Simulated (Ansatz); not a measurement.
The same ligand exchange along the group B, Al, Ga, In.

Computed with Ansatz on PBE0-D4/def2-TZVP structures; ΔE is electronic, products minus reactants. CBS: MP2 limit from def2 TZ/QZ plus the TZ coupled-cluster correction, frozen cores. This one scheme is used for every species. Functionals use def2-TZVPP. Elements past krypton have def2 core potentials. For Ga, In outer-core shells are correlated without core-valence functions, which leaves a few kJ/mol of doubt a bond. Scalar relativity is left out up to krypton. One conformer a species, not always the lowest.

| reaction | CCSD(T)/CBS(def2) (kJ/mol) |
| --- | --- |
| `N#CB(F)F` + `N=C=O` → `O=C=NB(F)F` + `C#N` | -68 |
| `N#[C][Al]([F])[F]` + `N=C=O` → `O=C=[N][Al]([F])[F]` + `C#N` | -79 |
| `N#[C][Ga]([F])[F]` + `N=C=O` → `O=C=[N][Ga]([F])[F]` + `C#N` | ? |
| `N#[C][In]([F])[F]` + `N=C=O` → `O=C=[N][In]([F])[F]` + `C#N` | -28 |

Question: Fill in the missing values. (An estimate is asked.)

Answer: The calculation gave: `N#[C][Ga]([F])[F]` + `N=C=O` → `O=C=[N][Ga]([F])[F]` + `C#N`: -42.4 kJ/mol.

Largest T1 diagnostic: 0.018, for `N=C=O`.
